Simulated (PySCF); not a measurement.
# Ru(2+): interval between two levels

Ru(2+) [Kr] 4d6 [5D4, M_J = 4] → Ru(2+) [Kr] 4d5 5p1 [7P4, M_J = 4], as a difference of total energies. All numbers are calculated (PySCF 2.14, the two-component X2C-1e Hamiltonian, in x2c-TZVPall-2c with one added diffuse shell each of s, p, d type (9s10p8d1f, 86 functions)). Correlated levels: [Ar] 3d10 frozen; the 6 highest virtual spinors dropped. "Screened" scales the spin-orbit matrix elements by Boettger's factors to mimic the two-electron term; Breit and QED terms are absent.

| method | interval between two levels (cm⁻¹) |
| --- | --- |
| GHF (spin-free) | 67797 |
| GMP2 (spin-free) | 71986 |
| GHF (screened spin-orbit) | 69740 |
| GMP2 (screened spin-orbit) | 74087 |

The labels give the starting determinants; with spin-orbit coupling the two ends relaxed to ⟨J²⟩ = 20.01, ⟨L²⟩ = 6.08, ⟨S²⟩ = 5.97 and ⟨J²⟩ = 20.00, ⟨L²⟩ = 2.04, ⟨S²⟩ = 11.97.
